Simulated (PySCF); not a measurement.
# Simulated absorption spectrum

C₆H₆BBr.
SMILES: `BrC1=CC=CBC=C1`

Method used: TDDFT CAM-B3LYP/def2-SVPD, vertical, gas phase, core orbitals frozen in the response (PySCF 2.14.0, density-fitted response routines). Isolated species at its PBE0-D3(BJ)/def2-SVP geometry, gas phase. Relativistic effects, spin–orbit coupling among them, are left out although an element past zinc is present.

Each state is given a Gaussian of 0.4 eV full width at half maximum, with ε(max) = 2.175×10⁸ f / Δν̃ (Δν̃ the width in cm⁻¹). The width is an assumption, not a result. The curve ends short of the highest state used, and states not computed would add to its high-energy end.

```
E (eV)  ε (L mol⁻¹ cm⁻¹)
  3.81                16
  3.89                77
  3.96               263
  4.03               762
  4.11              2110
  4.18              4340
  4.26              8160
  4.33             11989
  4.40             15077
  4.48             16200
  4.55             14606
  4.62             11268
  4.70              6913
  4.77              3806
  4.84              1787
  4.92               619
  4.99               206
  5.06                60
  5.14                18
  5.21                27
  5.28                92
  5.36               380
  5.43              1169
  5.50              3109
```

(1) Where are the band maxima, and which computed states make them?

(2) On this curve, what absorbance would a 10⁻⁴ mol/L sample give at 248 nm over a 1 cm path?

(3) Does any computed singlet lie in the visible range?

(4) Coming from long wavelengths, where does ε first pass 100 L mol⁻¹ cm⁻¹?

Results:

(1) 277 nm (4.47 eV), ε about 16000, made up of S1 (46%) and S2 (54%) (ε in L mol⁻¹ cm⁻¹; maxima over ε = 5, shares over 10%). At its high-energy end, 5.50 eV, the curve is still rising (ε about 3100, from S9). The states used: S1 4.41 eV (f 0.117); S2 4.51 eV (f 0.134); S3 5.42 eV (f 0.0002); S4 5.50 eV (f 0.0000); S5 5.55 eV (f 0.0003); S6 5.78 eV (f 0.0029); S7 5.80 eV (f 0.0004); S8 5.87 eV (f 0.0004); S9 5.87 eV (f 0.510); S10 6.10 eV (f 0.129).

(2) 248 nm is 4.999 eV, where ε is about 180 L mol⁻¹ cm⁻¹, so A = ε c l ≈ 0.018 (Beer–Lambert, with the gas-phase spectrum and the assumed width).

(3) No computed singlet lies in the visible range (380 to 750 nm); the lowest, at 281 nm, stands 1.15 eV above its violet end (3.26 eV); a Tamm–Dancoff triplet lies at 470 nm, without intensity as long as spin–orbit coupling is left out.

(4) At about 318 nm (3.90 eV), 0.51 eV below S1.

All these states lie below the vertical ionisation energy of 8.91 eV (ΔSCF).
